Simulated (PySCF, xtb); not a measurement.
Sn(H)(Cl)2(vinyl) (C₂H₄Cl₂Sn), SMILES C=[CH][SnH]([Cl])[Cl].

GFN2-xTB in xtb at its own geometry gives an orbital gap of 3.75 eV and a dipole moment of 3.95 D.

The structure is a stationary point at PBE0-D3(BJ)/def2-SVP. The structure was generated by enumeration; whether it is a known compound was not checked. The def2 effective core potentials stand for the cores of Sn; spin–orbit coupling is left out. The values are those of a single conformer.

Question: What does PBE/def2-TZVP in PySCF give? (An estimate is asked for; the answer gives what the named calculation found.)

Answer: gap 4.94 eV (levels -7.33 and -2.38 eV), dipole 3.29 D.
